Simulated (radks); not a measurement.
Isoelectronic series with 2 electrons, all held in the configuration [He], which need not be the ground one along the series. Calculated with a radial shooting solver on a logarithmic mesh with Libxc functionals: scalar-relativistic Kohn-Sham, PBE, spin-unpolarised, spherical densities, point nucleus. Total energies (hartree) and orbital eigenvalues (eV):

ion    E (hartree)         1s
He        -2.89307   -15.7638
B3+      -21.98899  -231.3817
O6+      -59.11736  -692.2745
Si12+   -187.72338  -2353.103
Cl15+   -279.39083  -3555.524
Ca18+   -389.47363  -5008.230
V21+    -518.13701  -6713.415
Fe24+   -665.57645  -8673.686
Cu27+   -832.01924  -10892.08
Ge30+  -1017.72625  -13372.08
Br33+  -1222.99415  -16117.66
Sr36+  -1448.15787  -19133.32
Nb39+  -1693.59364  -22424.09
Ru42+  -1959.72233  -25995.64
Ag45+  -2247.01357  -29854.26
Sn48+  -2555.99035  -34006.98
I51+   -2887.23453  -38461.62
Ba54+   -3241.3932  -43226.87
Pr57+   -3619.1864  -48312.41
Sm60+   -4021.4157  -53729.03
Tb63+   -4448.9748  -59488.72
Er66+   -4902.8626  -65604.91
Lu69+   -5384.1974  -72092.64
